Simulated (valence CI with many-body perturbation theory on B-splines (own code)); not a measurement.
**Energy levels of Fe XXI**

Level of theory: relativistic CI+MBPT: four valence electrons over a frozen Dirac-Fock core [He], a basis of 9 s, 9 p, 8 d, 6 f, 3 g, 1 h functions for each j, with the one-electron correlation potential Σ1, the two-electron term Σ2, the three-electron term Σ3, Breit, model QED; selected CI, second order for the rest, scaled by the run's own slope (own B-spline code, finite nucleus).

No measured levels were compared; by estimate levels of excited configurations hold to 0.05 to 0.15 % of their energy, terms of the ground configuration to about 0.5 %. Among the levels kept, up to 410 cm⁻¹ of a level comes from second order outside the variational space, and about a tenth of that is noise between levels of different J, which matters for small intervals.

Levels 1 to 45 of 56, with energies above the lowest level, 2s²2p² ³P_0. "Leading %" is the weight of the configuration and term that name the level; weights of strongly mixed levels are sums over their largest components and can fall short, so below about 35 % the name and the second component can differ from the true leading terms, or belong to a minority configuration. In the jj column 3d3/2^4 stands for four electrons in 3d with j = 3/2. Lifetimes count E1, E2, E3, M1 and M2 decay at the calculated energies, and are blank where another channel may lead or the interval is too uncertain; long ones can be off by a factor of two.

```csv
No.,Configuration,Term,J,E (eV),Leading %,g,Lifetime,Leading jj
1,2s²2p²,³P,0,0.0,90,,,2s^2 2p1/2^2 (90 %)
2,2s²2p²,³P,1,9.1,99,1.498,153 μs,2s^2 2p1/2 2p3/2 (99 %)
3,2s²2p²,³P,2,14.5,75,1.377,1.17 ms,2s^2 2p1/2 2p3/2 (81 %)
4,2s²2p²,¹D,2,30.3,75,1.116,32.0 μs,2s^2 2p3/2^2 (80 %)
5,2s²2p²,¹S,0,46.1,87,,7.32 μs,2s^2 2p3/2^2 (88 %)
6,2s2p³,⁵S°,2,60.3,96,1.979,14.3 ns,2s 2p1/2 2p3/2^2 (50 %)
7,2s2p³,³D°,1,96.3,84,0.642,79.1 ps,2s 2p1/2^2 2p3/2 (57 %)
8,2s2p³,³D°,2,96.4,82,1.227,108 ps,2s 2p1/2 2p3/2^2 (61 %)
9,2s2p³,³D°,3,99.6,100,1.330,141 ps,2s 2p1/2 2p3/2^2 (100 %)
10,2s2p³,³P°,0,113.6,100,,45.4 ps,2s 2p1/2 2p3/2^2 (100 %)
11,2s2p³,³P°,1,114.7,83,1.386,42.8 ps,2s 2p1/2 2p3/2^2 (74 %)
12,2s2p³,³P°,2,116.9,73,1.413,47.8 ps,2s 2p3/2^3 (56 %)
13,2s2p³,³S°,1,135.9,79,1.806,10.3 ps,2s 2p1/2 2p3/2^2 (66 %)
14,2s2p³,¹D°,2,139.8,92,1.036,18.7 ps,2s 2p1/2 2p3/2^2 (66 %)
15,2s2p³,¹P°,1,156.4,81,1.153,11.3 ps,2s 2p3/2^3 (67 %)
16,2p⁴,³P,2,204.2,89,1.445,16.5 ps,2p1/2^2 2p3/2^2 (91 %)
17,2p⁴,³P,0,215.2,86,,14.2 ps,2p1/2^2 2p3/2^2 (68 %)
18,2p⁴,³P,1,215.8,99,1.498,14.1 ps,2p1/2 2p3/2^3 (99 %)
19,2p⁴,¹D,2,225.4,89,1.048,21.5 ps,2p1/2 2p3/2^3 (91 %)
20,2p⁴,¹S,0,254.0,83,,11.7 ps,2p3/2^4 (68 %)
21,2s²2p3s,³P°,0,950.2,97,,473 fs,2s^2 2p1/2 3s (97 %)
22,2s²2p3s,³P°,1,951.2,74,1.383,398 fs,2s^2 2p1/2 3s (95 %)
23,2s²2p3s,³P°,2,964.7,96,1.498,441 fs,2s^2 2p3/2 3s (96 %)
24,2s²2p3s,¹P°,1,967.6,74,1.111,296 fs,2s^2 2p3/2 3s (95 %)
25,2s²2p3p,³D,1,972.3,65,0.690,21.1 ps,2s^2 2p1/2 3p1/2 (96 %)
26,2s²2p3p,³P,1,979.3,28,1.333,6.66 ps,2s^2 2p1/2 3p3/2 (88 %)
27,2s²2p3p,³D,2,979.7,80,1.179,14.6 ps,2s^2 2p1/2 3p3/2 (84 %)
28,2s²2p3p,³P,0,981.3,81,,3.54 ps,2s^2 2p1/2 3p1/2 (85 %)
29,2s²2p3p,³P,1,989.8,41,1.192,5.00 ps,2s^2 2p3/2 3p1/2 (47 %)
30,2s²2p3p,³D,3,991.2,96,1.332,18.3 ps,2s^2 2p3/2 3p3/2 (96 %)
31,2s²2p3p,³S,1,992.5,64,1.782,5.66 ps,2s^2 2p3/2 3p3/2 (52 %)
32,2s²2p3p,³P,2,992.8,62,1.368,4.30 ps,2s^2 2p3/2 3p1/2 (67 %)
33,2s²2p3p,¹D,2,1000.4,73,1.114,5.90 ps,2s^2 2p3/2 3p3/2 (73 %)
34,2s²2p3d,³F°,2,1001.6,74,0.753,403 fs,2s^2 2p1/2 3d3/2 (97 %)
35,2s2p²3s,⁵P,1,1001.9,93,2.454,632 fs,2s 2p1/2^2 3s (55 %)
36,2s²2p3d,³F°,3,1006.3,74,1.113,154 fs,2s^2 2p1/2 3d5/2 (85 %)
37,2s²2p3d,³P°,2,1007.0,34,1.201,70.0 fs,2s^2 2p1/2 3d5/2 (92 %)
38,2s²2p3p,¹S,0,1007.8,76,,1.54 ps,2s^2 2p3/2 3p3/2 (68 %)
39,2s2p²3s,⁵P,2,1008.2,97,1.821,607 fs,2s 2p1/2 2p3/2 3s (90 %)
40,2s²2p3d,³D°,1,1009.2,64,0.758,44.1 fs,2s^2 2p1/2 3d3/2 (92 %)
41,2s2p²3s,⁵P,3,1014.4,94,1.647,552 fs,2s 2p1/2 2p3/2 3s (54 %)
42,2s2p²3s,³P,0,1014.5,73,,451 fs,2s 2p1/2^2 3s (50 %)
43,2s²2p3d,³F°,4,1017.0,97,1.248,675 ps,2s^2 2p3/2 3d5/2 (97 %)
44,2s²2p3d,¹D°,2,1017.8,45,1.040,80.6 fs,2s^2 2p3/2 3d3/2 (57 %)
45,2s2p²3s,³P,1,1019.4,88,1.513,357 fs,2s 2p1/2 2p3/2 3s (82 %)
```

Names give the largest LS component (configuration and term), which can be under half, so a name can repeat, a term be missing and a line seem to break the LS rules; names also repeat where a configuration has a term twice.

The ionisation energy to 2s²2p ²P°1/2 of the next ion comes out as 1689.1 eV (NIST: 1687 ± 1 eV (semi-empirical)). All 56 levels together are meant to be complete up to 1032.2 eV.
